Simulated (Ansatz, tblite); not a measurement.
## Ligand exchange: SiH(CH3)(NH2)2 + C2H6SSi → SiH(NH2)2(SiH3) + C3H6S

Species: SiH(CH3)(NH2)2, singlet; C2H6SSi `C=CS[SiH3]`, singlet; SiH(NH2)2(SiH3), singlet; C3H6S ((methylthio)ethene) `C=CSC`, singlet. The partners trade CH3 for SiH3: Si–CH3 and S–SiH3 bonds give way to Si–SiH3 and S–CH3.

Shapes, held fixed at every level: PBE0-D4/def2-TZVP. Flexible molecules stand in one conformer, not always the lowest. Programs: Ansatz 0.2.0, tblite 0.8.0. The zero-point and thermal change to 298 K, harmonic and unscaled (PBE0-D4/def2-TZVP), is +0.4 kJ/mol.

| level | kind | ΔH(298 K) (kJ/mol) | less CCSD(T)/CBS estimate | CPU time (sum over the molecules) |
| --- | --- | --- | --- | --- |
| GFN2-xTB | semi-empirical | +107.8 | -5.5 | 1.5 s |
| HF/def2-TZVPP | Hartree–Fock | +118.2 | +4.9 | – |
| r2SCAN-D4/def2-TZVPP | meta-GGA | +108.1 | -5.2 | 55 s |
| r2SCAN0-D4/def2-TZVPP | global hybrid | +111.8 | -1.5 | 56 s |
| wB97M-V/def2-TZVPP | range-separated hybrid | +116.1 | +2.8 | 2.3 min |
| B2PLYP/def2-TZVPP | double hybrid | +111.7 | -1.6 | 71 s |
| CCSD(T)/def2-SVP | coupled cluster or CI | +106.5 | -6.8 | 39 s |
| CCSD(T)/CBS estimate | coupled cluster or CI | +113.3 | 0.0 | 20 min |

The highest level, CCSD(T)/CBS estimate, gives ΔH(298 K) = +113.3 kJ/mol; the levels span +106.5 to +118.2. The column of differences is taken from that level and isn't an error. No measured value is set beside it here. The CBS estimate extrapolates MP2 from def2-TZVPP and def2-QZVPP and adds CCSD(T) − MP2 in the triple-zeta set, cores frozen. Times are processor times on shared x86 and Arm servers, and rough.
